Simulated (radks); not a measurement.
Problem. Au33+, configuration [Kr] 4d10 (the NIST ground configuration). Calculated with a radial shooting solver on a logarithmic mesh with Libxc functionals: Dirac Kohn-Sham, LB94 model potential, spin-unpolarised, spherical densities, finite nucleus; Fermi nuclear charge, rms radius 5.4371 fm. Some entries of the table are withheld. Estimate them.

| orbital | occ. | eigenvalue (Ry) | r(max) (bohr) |
|---|---|---|---|
| 1s1/2 | 2 | (1) | (2) |
| 2s1/2 | 2 | -1144.294 | 0.06034 |
| 2p1/2 | 2 | -1102.192 | 0.04438 |
| 2p3/2 | 4 | -966.3511 | 0.05180 |
| 3s1/2 | 2 | -343.4808 | (3) |
| 3p1/2 | 2 | -324.4299 | 0.1583 |
| 3p3/2 | 4 | -294.1905 | 0.1732 |
| 3d3/2 | 4 | -262.3530 | 0.1349 |
| 3d5/2 | 6 | -255.8568 | 0.1390 |
| 4s1/2 | 2 | -140.1983 | 0.3709 |
| 4p1/2 | 2 | -131.9916 | 0.3670 |
| 4p3/2 | 4 | -123.3660 | 0.3936 |
| 4d3/2 | 4 | (4) | 0.3795 |
| 4d5/2 | 6 | (5) | 0.3870 |

Solution. 
(1) 1s1/2 eigenvalue (Ry): -6038.545
(2) 1s1/2 r(max) (bohr): 0.01041
(3) 3s1/2 r(max) (bohr): 0.1697
(4) 4d3/2 eigenvalue (Ry): -109.9285
(5) 4d5/2 eigenvalue (Ry): -108.1493
